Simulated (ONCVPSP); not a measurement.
## Building the ONCV potential for Tb (Z = 65) (PBE, scalar-relativistic).

terbium, optimised norm-conserving Vanderbilt (ONCV), made with ONCVPSP 4.0.1 (PBE, scalar-relativistic). Core [Kr] 4d10 5s2, reference 4f9 5p6 6s1.5 6p0.5. Waves: 6s: rc 3.75 bohr, ncon 3, nbas 8, qcut 2.2 1/bohr, 1 projector; 5p+6p: rc 2.20 bohr, ncon 4, nbas 8, qcut 6 1/bohr, 2 projectors; d scattering state at 0.04 Ha: rc 3.55 bohr, ncon 3, nbas 8, qcut 2.8 1/bohr, 2 projectors, debl 3.3 Ha; 4f: rc 1.45 bohr, ncon 4, nbas 9, qcut 14.1 1/bohr, 1 projector. Local part: polynomial inside 1.15 bohr (lpopt 5, dvloc0 0 Ha). Core correction: Teter function, fcfact 3.5, rcfact 1.

Question: Does the generator finish with these settings?

Answer: No. ONCVPSP 4.0.1 stopped with "sratom123: lschfb convergence ERROR n,l,iter= 4 3 4": the all-electron bound-state solver failed for one shell.
